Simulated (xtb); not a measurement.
C₆H₁₀O₂ (SMILES C=C(C)C(=O)OCC), singlet, at a GFN2-xTB geometry; GFN2-xTB (xtb).

xtb was given this input:
```
$ xtb mol.xyz --gfn 2 --grad --json

# file mol.xyz
18

C     -2.03773908     1.52533617    -0.86313252
C     -1.49269935     0.51085955    -0.19960900
C     -2.23117021    -0.35568619     0.76832648
C     -0.05223104     0.21327152    -0.43018335
O      0.66353829     0.83470224    -1.17780370
O      0.36004950    -0.84169415     0.28586103
C      1.73014860    -1.21487093     0.15670106
C      2.62267592    -0.38157608     1.06574614
H     -1.44574586     2.10968278    -1.54692388
H     -3.07290832     1.79630648    -0.74536964
H     -1.76368368    -0.30425766     1.74997651
H     -2.19612203    -1.39414572     0.44415090
H     -3.26784852    -0.03982400     0.84832338
H      2.03507474    -1.08974821    -0.88773376
H      1.76434649    -2.27137817     0.43174035
H      3.64889395    -0.72869457     0.98695716
H      2.58014649     0.66331239     0.76821690
H      2.29523560    -0.46932248     2.09911069
```

The log (banner, timings and long lists left out):

```
   ID    Z sym.   atoms
    1    6 C      1-4, 7, 8
    2    8 O      5, 6
    3    1 H      9-18

           -------------------------------------------------
          |                Calculation Setup                |
           -------------------------------------------------

           -------------------------------------------------
          |                 G F N 2 - x T B                 |
           -------------------------------------------------

          ...................................................
          :                      SETUP                      :
          :.................................................:
          :  # basis functions                  42          :
          :  # atomic orbitals                  42          :
          :  # shells                           26          :
          :  # electrons                        46          :
          :  max. iterations                   250          :
          :  Hamiltonian                  GFN2-xTB          :
          :  restarted?                      false          :
          :  GBSA solvation                  false          :
          :  PC potential                    false          :
          :  electronic temp.          300.0000000     K    :
          :  accuracy                    1.0000000          :
          :  -> integral cutoff          0.2500000E+02      :
          :  -> integral neglect         0.1000000E-07      :
          :  -> SCF convergence          0.1000000E-05 Eh   :
          :  -> wf. convergence          0.1000000E-03 e    :
          :  Broyden damping             0.4000000          :
          :  net charge                          0          :
          :  unpaired electrons                  0          :
          ...................................................

 iter      E             dE          RMSdq      gap      omega  full diag
   1    -26.3379617 -0.263380E+02  0.421E+00    4.37       0.0  T
   2    -26.3872955 -0.493338E-01  0.223E+00    3.70       1.0  T
   3    -26.3873334 -0.378774E-04  0.111E+00    3.93       1.0  T
   4    -26.3896938 -0.236038E-02  0.391E-01    3.91       1.0  T
   5    -26.3914582 -0.176438E-02  0.130E-01    3.86       1.0  T
   6    -26.3916542 -0.195975E-03  0.545E-02    3.89       1.0  T
   7    -26.3916599 -0.575512E-05  0.149E-02    3.88       1.6  T
   8    -26.3916603 -0.421206E-06  0.537E-03    3.88       4.4  T
   9    -26.3916604 -0.764872E-07  0.164E-03    3.88      14.4  T
  10    -26.3916604 -0.382727E-08  0.752E-04    3.88      31.3  T
  11    -26.3916604 -0.119282E-08  0.120E-04    3.88     196.7  T

   *** convergence criteria satisfied after 11 iterations ***

         :::::::::::::::::::::::::::::::::::::::::::::::::::::
         ::                     SUMMARY                     ::
         :::::::::::::::::::::::::::::::::::::::::::::::::::::
         :: total energy             -26.063432908333 Eh    ::
         :: gradient norm              0.000038727425 Eh/a0 ::
         :: HOMO-LUMO gap              3.883851979067 eV    ::
         ::.................................................::
         :: SCC energy               -26.391629163415 Eh    ::
         :: -> isotropic ES            0.046586210671 Eh    ::
         :: -> anisotropic ES          0.001650334653 Eh    ::
         :: -> anisotropic XC          0.008222196659 Eh    ::
         :: -> dispersion             -0.011107437499 Eh    ::
         :: repulsion energy           0.328196255083 Eh    ::
         :: add. restraining           0.000000000000 Eh    ::
         :: total charge               0.000000000000 e     ::
         :::::::::::::::::::::::::::::::::::::::::::::::::::::

           -------------------------------------------------
          |                Property Printout                |
           -------------------------------------------------

    * Orbital Energies and Occupations

         #    Occupation            Energy/Eh            Energy/eV
      -------------------------------------------------------------
         1        2.0000           -0.7379041             -20.0794
       ...           ...                  ...                  ...
        11        2.0000           -0.5384504             -14.6520
        12        2.0000           -0.5164874             -14.0543
        13        2.0000           -0.5083532             -13.8330
        14        2.0000           -0.4940532             -13.4439
        15        2.0000           -0.4896158             -13.3231
        16        2.0000           -0.4884809             -13.2922
        17        2.0000           -0.4737962             -12.8926
        18        2.0000           -0.4698017             -12.7840
        19        2.0000           -0.4532723             -12.3342
        20        2.0000           -0.4471498             -12.1676
        21        2.0000           -0.4422655             -12.0347
        22        2.0000           -0.4165923             -11.3361
        23        2.0000           -0.4089714             -11.1287 (HOMO)
        24                         -0.2662424              -7.2448 (LUMO)
        25                         -0.1598768              -4.3505
        26                          0.0113228               0.3081
        27                          0.0984060               2.6778
        28                          0.1113657               3.0304
        29                          0.1189402               3.2365
        30                          0.1491413               4.0583
        31                          0.1574116               4.2834
        32                          0.1708201               4.6483
        33                          0.1747704               4.7557
        34                          0.1856171               5.0509
       ...                                ...                  ...
        42                          0.7014055              19.0862
      -------------------------------------------------------------
                  HL-Gap            0.1427289 Eh            3.8839 eV
             Fermi-level           -0.3376069 Eh           -9.1868 eV

     #   Z          covCN         q      C6AA      α(0)
     1   6 C        2.850    -0.078    29.946     8.969
     2   6 C        2.938    -0.010    28.259     8.718
     3   6 C        3.757    -0.111    22.678     6.790
     4   6 C        2.730     0.351    21.034     7.508
     5   8 O        0.856    -0.419    22.057     6.297
     6   8 O        1.704    -0.266    18.411     5.793
     7   6 C        3.700     0.080    19.400     6.299
     8   6 C        3.750    -0.113    22.727     6.799
     9   1 H        0.926     0.071     2.078     2.254
    10   1 H        0.926     0.056     2.247     2.344
    11   1 H        0.925     0.060     2.199     2.319
    12   1 H        0.925     0.060     2.197     2.318
    13   1 H        0.925     0.051     2.308     2.376
    14   1 H        0.924     0.057     2.240     2.340
    15   1 H        0.924     0.052     2.294     2.368
    16   1 H        0.925     0.049     2.337     2.390
    17   1 H        0.925     0.060     2.195     2.317
    18   1 H        0.925     0.050     2.318     2.381

 Mol. C6AA /au·bohr⁶  :       2821.820660
 Mol. C8AA /au·bohr⁸  :      62197.385959
 Mol. α(0) /au        :         80.581247

Wiberg/Mayer (AO) data.
largest (>0.10) Wiberg bond orders for each atom

 ---------------------------------------------------------------------------
     #   Z sym  total        # sym  WBO       # sym  WBO       # sym  WBO
 ---------------------------------------------------------------------------
     1   6 C    3.985 --     2 C    1.877    10 H    0.975     9 H    0.971
     2   6 C    3.986 --     1 C    1.877     3 C    1.030     4 C    0.993
     3   6 C    3.995 --     2 C    1.030    13 H    0.984    11 H    0.968
                            12 H    0.968
     4   6 C    3.918 --     5 O    1.723     6 O    1.125     2 C    0.993
     5   8 O    2.031 --     4 C    1.723     6 O    0.171
     6   8 O    2.307 --     4 C    1.125     7 C    0.943     5 O    0.171
     7   6 C    3.930 --     8 C    1.012    15 H    0.973    14 H    0.968
                             6 O    0.943
     8   6 C    3.991 --     7 C    1.012    18 H    0.987    17 H    0.985
                            16 H    0.984
     9   1 H    0.995 --     1 C    0.971
    10   1 H    0.996 --     1 C    0.975
    11   1 H    0.996 --     3 C    0.968
    12   1 H    0.996 --     3 C    0.968
    13   1 H    0.997 --     3 C    0.984
    14   1 H    0.997 --     7 C    0.968
    15   1 H    0.997 --     7 C    0.973
    16   1 H    0.997 --     8 C    0.984
    17   1 H    0.996 --     8 C    0.985
    18   1 H    0.997 --     8 C    0.987
 ---------------------------------------------------------------------------

Topologies differ in total number of bonds
Writing topology from bond orders to xtbtopo.mol

molecular dipole:
                 x           y           z       tot (Debye)
 q only:       -0.286      -0.459       0.638
   full:       -0.312      -0.548       0.675       2.348
molecular quadrupole (traceless):
                xx          xy          yy          xz          yz          zz
 q only:        5.435      -4.090      -1.503       2.349       0.975      -3.932
  q+dip:        5.022      -4.767      -1.129       2.230       1.025      -3.893
   full:        4.887      -4.434      -1.238       2.699       2.195      -3.648

           -------------------------------------------------
          | TOTAL ENERGY              -26.063432908333 Eh   |
          | GRADIENT NORM               0.000038727425 Eh/α |
          | HOMO-LUMO GAP               3.883851979067 eV   |
           -------------------------------------------------

normal termination of xtb
```
